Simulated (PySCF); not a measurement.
Static response to an electric field

Compound: C4H9FSi.
SMILES with atom numbers: `[CH2:1]=[C:2]([F:3])[CH2:4][SiH2:5][CH3:6]` (hydrogens: H7, H8 on C1; H9, H10 on C4; H11, H12 on Si5; H13, H14, H15 on C6)

Geometry (GFN2-xTB, Å), atoms numbered from 1 in this order:
```
atom  x, y, z in Å
C1     2.7630   -0.4414   -0.0137
C2     1.6879   -0.2193   -0.7472
F3     1.5981   -0.8091   -1.9695
C4     0.4894    0.5797   -0.4134
Si5   -1.0152   -0.5618   -0.0606
C6    -2.5034    0.5501    0.3233
H7     2.8674    0.0080    0.9549
H8     3.5612   -1.0689   -0.3656
H9     0.7075    1.2107    0.4458
H10    0.2527    1.2265   -1.2598
H11   -1.2787   -1.3954   -1.2358
H12   -0.6852   -1.4024    1.0970
H13   -2.3215    1.1822    1.1879
H14   -3.3815   -0.0509    0.5364
H15   -2.7461    1.2000   -0.5128
```

Level: CAM-B3LYP/def2-SVPD (PySCF), static field, nuclei fixed, core orbitals frozen in the response. The polarisability tensor in these axes (au):

```
x   96.43 -5.87  2.23
y   -5.87 67.42  1.08
z    2.23  1.08 68.51
```

Give the principal values, the mean and the anisotropy Δα = √{½[(α1 − α2)² + (α2 − α3)² + (α1 − α3)²]}.

Principal values 65.51, 69.14 and 97.71 au; mean 77.45 au = 11.48 Å³ = 12.77 × 10⁻⁴⁰ C²·m²/J; Δα = 30.54 au (39 % of the mean).

What is the dipole moment, and where does it point?

(-0.92, 1.29, 1.37) D, 2.10 D in size, pointing from the negative to the positive side. Measured along this direction, the outermost atoms are F3 and H8 at the negative end and H13 at the positive end.

What would n − 1 = 2πNα be for an ideal gas of these molecules at 400 K and 1 atm, electronic part alone?

N = p/kT = 1.8347 × 10¹⁹ cm⁻³, so n − 1 = 2π × N × 11.48 × 10⁻²⁴ cm³ = 1323 × 10⁻⁶ at long wavelengths.

Find the Langevin capture rate constant for O2+ (31.990 u) meeting this molecule (104.046 u), k = 2.342 × 10⁻⁹ cm³/s × √(α in Å³ / reduced mass in u).

The reduced mass is 24.47 u, so k = 1.60 × 10⁻⁹ cm³/s. The formula leaves out the permanent dipole, which adds to the capture rate.

What molar refraction does this α imply?

Lorentz–Lorenz: R = (4π/3)N_A α = 2.5225 cm³/(mol·Å³) × 11.48 Å³ = 29.0 cm³/mol, in the limit of long wavelengths.

The structure is a single GFN2-xTB conformer in the gas phase; no vibrational or solvent corrections.
